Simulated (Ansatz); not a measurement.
AlH8NSSi2, SMILES `N[SiH2][AlH][SiH2]S`, relaxed with RKS PBE0-D4/def2-TZVP in Ansatz from a PBE-D4/def2-SVP geometry. The force threshold is 0.005 eV/Å; the program also tests the step.

Total charge 0; spin multiplicity 1.

Start:

```xyz
13

N     1.942   -1.888   -0.950
Si    1.471   -0.196   -0.737
Al    0.044    0.275    1.214
Si   -1.740    1.879    0.879
S    -2.268   -0.337    0.376
H     1.169   -2.561   -0.996
H     2.625   -2.239   -0.268
H     2.752    0.604   -0.745
H     0.686    0.199   -1.973
H     0.131   -0.327    2.697
H    -2.053    2.602   -0.409
H    -2.834    2.228    1.857
H    -1.926   -0.238   -0.944
```

```json
{"step": "1", "energy (eV)": "-34795.6610", "largest force (eV/Å)": "0.646", "largest move (Å)": "0.000"}
{"step": "2", "energy (eV)": "-34795.7061", "largest force (eV/Å)": "0.318", "largest move (Å)": "0.048"}
{"step": "3", "energy (eV)": "-34795.7113", "largest force (eV/Å)": "0.140", "largest move (Å)": "0.056"}
{"step": "4", "energy (eV)": "-34795.7147", "largest force (eV/Å)": "0.100", "largest move (Å)": "0.043"}
{"step": "5", "energy (eV)": "-34795.7149", "largest force (eV/Å)": "0.086", "largest move (Å)": "0.030"}
{"step": "6", "energy (eV)": "-34795.7164", "largest force (eV/Å)": "0.058", "largest move (Å)": "0.028"}
{"step": "7 (rejected)", "energy (eV)": "-34795.7159", "largest force (eV/Å)": "0.079", "largest move (Å)": "0.022"}
{"step": "8", "energy (eV)": "-34795.7171", "largest force (eV/Å)": "0.029", "largest move (Å)": "0.011"}
{"step": "9", "energy (eV)": "-34795.7180", "largest force (eV/Å)": "0.017", "largest move (Å)": "0.052"}
{"step": "10 (rejected)", "energy (eV)": "-34795.7178", "largest force (eV/Å)": "0.250", "largest move (Å)": "0.109"}
{"step": "11 (rejected)", "energy (eV)": "-34795.7176", "largest force (eV/Å)": "0.069", "largest move (Å)": "0.049"}
{"step": "14", "energy (eV)": "-34795.7190", "largest force (eV/Å)": "0.093", "largest move (Å)": "0.028"}
{"step": "17", "energy (eV)": "-34795.7198", "largest force (eV/Å)": "0.091", "largest move (Å)": "0.053"}
{"step": "20", "energy (eV)": "-34795.7207", "largest force (eV/Å)": "0.064", "largest move (Å)": "0.046"}
{"step": "23", "energy (eV)": "-34795.7218", "largest force (eV/Å)": "0.072", "largest move (Å)": "0.027"}
{"step": "26 (rejected)", "energy (eV)": "-34795.7224", "largest force (eV/Å)": "0.449", "largest move (Å)": "0.136"}
{"step": "29", "energy (eV)": "-34795.7284", "largest force (eV/Å)": "0.070", "largest move (Å)": "0.049"}
{"step": "32", "energy (eV)": "-34795.7325", "largest force (eV/Å)": "0.045", "largest move (Å)": "0.036"}
{"step": "35", "energy (eV)": "-34795.7403", "largest force (eV/Å)": "0.356", "largest move (Å)": "0.083"}
{"step": "38 (rejected)", "energy (eV)": "-34795.7384", "largest force (eV/Å)": "0.390", "largest move (Å)": "0.200"}
{"step": "41", "energy (eV)": "-34795.7661", "largest force (eV/Å)": "0.123", "largest move (Å)": "0.030"}
{"step": "44", "energy (eV)": "-34795.7666", "largest force (eV/Å)": "0.008", "largest move (Å)": "0.005"}
{"step": "47", "energy (eV)": "-34795.7666", "largest force (eV/Å)": "0.004", "largest move (Å)": "0.002"}
```

End:

```xyz
13

N     2.067   -1.855   -0.630
Si    1.392   -0.264   -0.639
Al   -0.102    0.125    1.259
Si   -1.683    1.883    0.844
S    -2.384   -0.215    0.285
H     1.500   -2.638   -0.351
H     2.729   -2.128   -1.339
H     2.534    0.696   -0.683
H     0.587    0.062   -1.872
H    -0.133   -0.500    2.716
H    -1.849    2.668   -0.410
H    -2.744    2.315    1.794
H    -1.915   -0.148   -0.974
```

It took 2.9 min on 4 threads of a server CPU on a shared host, with 0.77 GiB of host memory at the peak.
